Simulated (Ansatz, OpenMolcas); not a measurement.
## How methods differ on [SiF3]− (SMILES F[Si-](F)F)

The species is [SiF3]− (4 atoms), meant as a singlet with charge -1. As SMILES, `F[Si-](F)F`. Geometry: relaxed at GFN2-xTB.

```tsv
atom	x (Å)	y (Å)	z (Å)
Si	-0.0045	0.0058	0.6851
F	1.4283	-0.0310	-0.2170
F	-0.6873	1.2503	-0.2428
F	-0.7365	-1.2251	-0.2253
```

Quantity: the energy change with the Si1–F4 bond stretched from 1.697 to 3.394 Å, in eV. The values are calculated.

```json
{"level": "BLYP/STO-3G (restricted)", "kind": "GGA", "program": "Ansatz", "value (eV)": "4.22", "less FCI/STO-3G": "-0.62", "CPU time (all runs)": "0.91 s"}
{"level": "revPBE/STO-3G (restricted)", "kind": "GGA", "program": "Ansatz", "value (eV)": "4.11", "less FCI/STO-3G": "-0.73", "CPU time (all runs)": "0.89 s"}
{"level": "BHLYP/STO-3G (restricted)", "kind": "global hybrid", "program": "Ansatz", "value (eV)": "6.04", "less FCI/STO-3G": "+1.20", "CPU time (all runs)": "1 s"}
{"level": "M06-2X/STO-3G (restricted)", "kind": "hybrid meta-GGA", "program": "OpenMolcas", "value (eV)": "5.93", "less FCI/STO-3G": "+1.09", "CPU time (all runs)": "11 s"}
{"level": "HSE06/STO-3G (restricted)", "kind": "range-separated hybrid", "program": "Ansatz", "value (eV)": "5.15", "less FCI/STO-3G": "+0.31", "CPU time (all runs)": "1.3 s"}
{"level": "wB97M-V/STO-3G (restricted)", "kind": "range-separated hybrid", "program": "Ansatz", "value (eV)": "5.85", "less FCI/STO-3G": "+1.01", "CPU time (all runs)": "12 s"}
{"level": "B2PLYP/STO-3G (restricted)", "kind": "double hybrid", "program": "OpenMolcas", "value (eV)": "4.83", "less FCI/STO-3G": "-0.01", "CPU time (all runs)": "8.7 s"}
{"level": "CCSD/STO-3G (restricted)", "kind": "coupled cluster or CI", "program": "Ansatz", "value (eV)": "4.91", "less FCI/STO-3G": "+0.07", "CPU time (all runs)": "0.28 s"}
{"level": "FCI/STO-3G", "kind": "exact in the basis", "program": "OpenMolcas", "value (eV)": "4.84", "less FCI/STO-3G": "0.00", "CPU time (all runs)": "10 min"}
```

FCI/STO-3G is exact within its basis and frozen core, so for wave-function methods in that basis the difference is their error; functionals converge differently with the basis, so for them it is only a difference. Where it was recorded, the anion's HOMO is positive in M06-2X/STO-3G, B2PLYP/STO-3G: a fault of the level (basis or self-interaction), which says nothing on whether the real anion is bound. Sets without diffuse functions describe the anion poorly. The first shape isn't each level's own minimum. The values span 4.11 to 6.04 eV. All rows use very small basis sets, so none should be taken for the real molecule's value. Times are those of the runs behind each value, whatever else they computed, on shared processors of several kinds: orders of magnitude only.
